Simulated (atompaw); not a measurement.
A failed generation for niobium (Nb)

Input:

```
Nb 41
GGA-PBE loggrid 1500 logderivrange -6 5 276
5 5 4 0 0 0
5 0 0.5
5 1 0
4 2 4.5
0 0 0
c
c
c
v
v
c
c
v
v
c
v
3
2.55 2.00 1.90 2.50
n
n
y
0.35
n
y
0.35
y
2.15
n
custom rrkj vanderbiltortho sinc
4 0 troulliermartins
1.90
2.55
1.65
2.55
2.55
1.60
2.05
2.05
PWSCFOUT
UPFDX 0.0125d0 UPFXMIN -7.d0 UPFZMESH 41.d0
END
```

```bash
atompaw < Nb.input > Nb.log
```

End of the output:

```
    6        4.91715901E+01
    7        8.67740884E+01
    8        4.82089198E+03

The overlap operator has at least one negative eigenvalue!
It might be not positive definite...
Program is stopping.
This probably means that your projectors are too similar
or that your PAW basis is incomplete.
Advice: try to change your input parameters (f.i. : reference energies).
```

Task: Why did it fail, and what change makes it run?

Result: The run stopped because the overlap operator built from these waves and projectors is not positive definite. A run that differs only in the following succeeds: waves 4s (bound); 5s (bound); 4p (bound); 5p (bound); 4d (bound); 4d channel at 0.35 Ry; 4f channel at 0.35 Ry; 4f channel at 2.15 Ry; augmentation sinc compensation charge, radius 2.00 bohr; PAW radius 2.55 bohr; waves and projectors: bloechl. Other answers can fit too; this one was computed.
